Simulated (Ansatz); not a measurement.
A calculation with Ansatz (development build ahead of 0.2.0).

```yaml
crystal:
  periodic: [false, false, false]
  atoms:
    - { symbol: Be, position_ang: [0.0, 0.0, 0.0] }
basis:
  gaussian: { orbitals: "6-31G" }
magnetization:
  spin_polarized: true
hamiltonian:
  xc: hf
correlation:
  method: mp2
  frozen_orbitals: { Be: 0 }
```

The input is written out in the form of the current development build from the run's settings.

Output:

```yaml
Converged: yes
Reference_energy: -14.56734 hartree
Correlation_energy: -0.01998 hartree
Total_energy: -14.58733 hartree
```

Caution: the unrestricted determinant is spin contaminated.
